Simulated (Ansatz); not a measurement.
Geometry optimisation, Ansatz, RKS PBE-D4/def2-TZVP.

Input:

```yaml
crystal:
  periodic: [false, false, false]
  atoms:
    - { symbol: Ge, position_ang: [0.0, 0.0, 0.0] }
    - { symbol: H, position_ang: [0.0, 0.0, 1.9] }
    - { symbol: H, position_ang: [1.4616, 0.0, -0.5162] }
    - { symbol: H, position_ang: [-0.73, 1.2648, -0.5162] }
    - { symbol: H, position_ang: [-0.73, -1.2648, -0.5162] }
    - { symbol: "N", position_ang: [-2.0973, 0.0, 0.6969] }
    - { symbol: H, position_ang: [-2.8173, -0.6071, 0.2106] }
    - { symbol: H, position_ang: [-2.3831, 0.6071, 1.5174] }
    - { symbol: H, position_ang: [-1.0245, 0.0, 1.831] }
basis:
  gaussian: { orbitals: def2-TZVP }
hamiltonian:
  xc: pbe
  dispersion: d4
relax:
  f_tol: 0.15
  max_steps: 25
  restrain:
    - { distance: [0, 5], at: 1.91, k: 30.0 }
    - { distance: [8, 1], at: 0.66, k: 30.0 }
    - { distance: [0, 1], at: 2.75, k: 30.0 }
    - { distance: [8, 5], at: 2.26, k: 30.0 }
```

Run as:

```bash
$ ansatz run input.yaml --threads 4 --pin off --max-ram 5120MiB --backend cpu --events-out ev --progress --plain --runs-dir out
```

Question: Where does it end, and by what steps?

Answer: The run converged. The restraints hold the end off the free minimum; the threshold counts their pulls, which the force column leaves out. Restrained pairs: Ge1–N6 (2.21 → 1.89 Å), H2–H9 (1.03 → 0.71 Å), Ge1–H2 (1.90 → 2.76 Å), N6–H9 (1.56 → 2.27 Å). After 10 steps the energy has fallen by 3.819 eV (the restraints' own energy left out); H3 moved furthest, 1.11 Å.

| step | energy less start (eV) | largest force component (eV/Å) | accepted |
| --- | --- | --- | --- |
| 0 | 0.0000 | 2.626 | yes |
| 1 | -0.1849 | 2.147 | yes |
| 2 | -0.7315 | 2.634 | yes |
| 3 | -1.9517 | 2.913 | yes |
| 4 | -2.7235 | 2.177 | yes |
| 5 | -3.2840 | 1.703 | yes |
| 6 | -3.5988 | 1.412 | yes |
| 7 | -3.7531 | 1.568 | yes |
| 8 | -3.8057 | 1.659 | yes |
| 9 | -3.8159 | 1.677 | yes |
| 10 | -3.8190 | 1.675 | yes |

```xyz
9
Properties=species:S:1:pos:R:3
Ge -0.525 0.062 -0.445
H -0.032 -0.141 2.267
H 0.794 -0.082 0.364
H -0.510 1.416 -1.190
H -0.631 -1.118 -1.437
N -2.147 0.025 0.525
H -2.286 -0.841 1.045
H -2.240 0.808 1.171
H -0.744 -0.130 2.307
```

The run took 9.5 s on 4 threads of Arm Neoverse V1, on a shared host, peak memory 0.19 GiB.
